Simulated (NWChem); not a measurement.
# ZnSiH4O; SMILES [SiH3][O][ZnH]

```xyz
7

Zn    -0.0091     0.0218    -1.2047
H     -0.2787     0.2148    -2.6830
O      0.3616    -0.2493     0.5015
Si     0.0110     0.0651     2.0685
H      0.1306     1.5273     2.3896
H      0.9463    -0.6752     2.9718
H     -1.3881    -0.3472     2.4258
```
Atoms are numbered in this order, from 1.

All runs use the structure optimised with PBE0/def2-SVP.

Question: Give the principal values of the shielding tensors (ppm) of Zn1, O3, Si4 from Hartree-Fock/6-31G* (spherical d), GIAO (NWChem), with their diamagnetic and paramagnetic parts as GIAO splits them.

Answer: 
| atom | σ11 | σ22 | σ33 | isotropic | diamagnetic | paramagnetic |
|---|---|---|---|---|---|---|
| Zn1 | 1796.7 | 1807.6 | 2524.6 | 2043.0 | 2517.0 | -474.0 |
| O3 | 304.4 | 348.1 | 377.1 | 343.2 | 395.4 | -52.2 |
| Si4 | 448.1 | 453.8 | 549.3 | 483.7 | 878.1 | -394.3 |
